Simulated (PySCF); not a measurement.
## Frontier levels across methods

Compound: B₂FH₇N₂.
Z-matrix (Å and degrees, PBE0-D3(BJ)/def2-SVP geometry), rows numbered from 1:
```
F 
B   1  1.3781
N   2  1.5940  1  110.90
B   3  1.5989  2   87.40  1  -121.36
N   2  1.5941  1  110.95  3  -101.00
H   2  1.2204  1  116.00  3   129.51
H   3  1.0184  2  112.34  1    -5.59
H   3  1.0157  2  115.82  1   120.03
H   4  1.2170  3  112.83  2   123.65
H   4  1.2163  3  111.00  2  -105.50
H   5  1.0157  2  115.78  1  -120.12
H   5  1.0183  2  112.41  1     5.55
```

Basis pcSseg-2 throughout (PySCF), one geometry. The structure is a single PBE0-D3(BJ)/def2-SVP conformer in the gas phase; no vibrational or solvent corrections.

**Question.** How do the orbital energies, the gap and the dipole change with the method?

**Answer.** 
```tsv
method	kind	HOMO (eV)	LUMO (eV)	gap (eV)	μ (D)	SCF cycles
B97-2	global hybrid	-7.80	0.39	8.19	0.71	14
PBE0	global hybrid	-8.05	0.37	8.41	0.72	13
mPW1PW91	global hybrid	-8.09	0.34	8.43	0.72	13
BHandHLYP	global hybrid	-9.46	0.88	10.34	0.81	12
CAM-B3LYP	range-separated hybrid	-9.53	1.03	10.55	0.76	12
wB97X-D	range-separated hybrid	-9.97	2.10	12.07	0.71	14
LC-wPBE	range-separated hybrid	-10.85	2.19	13.04	0.76	15
```

The HOMO spans 3.05 eV, from B97-2 down to LC-wPBE, and the gap runs from 8.19 eV (B97-2) to 13.04 eV (LC-wPBE). Over the methods B97-2 (21 %), PBE0 (25 %), mPW1PW91 (25 %), BHandHLYP (50 %), a straight line through the gap against the share of exact exchange rises by 0.75 eV for each 10 % (correlation coefficient 0.999). The dipole ranges from 0.71 D (B97-2) to 0.81 D (BHandHLYP). This basis has no diffuse functions.

The vertical ΔSCF ionisation energy at B3LYP/def2-SVPD is 10.27 eV; −ε(HOMO) comes closest to it with wB97X-D (9.97 eV).
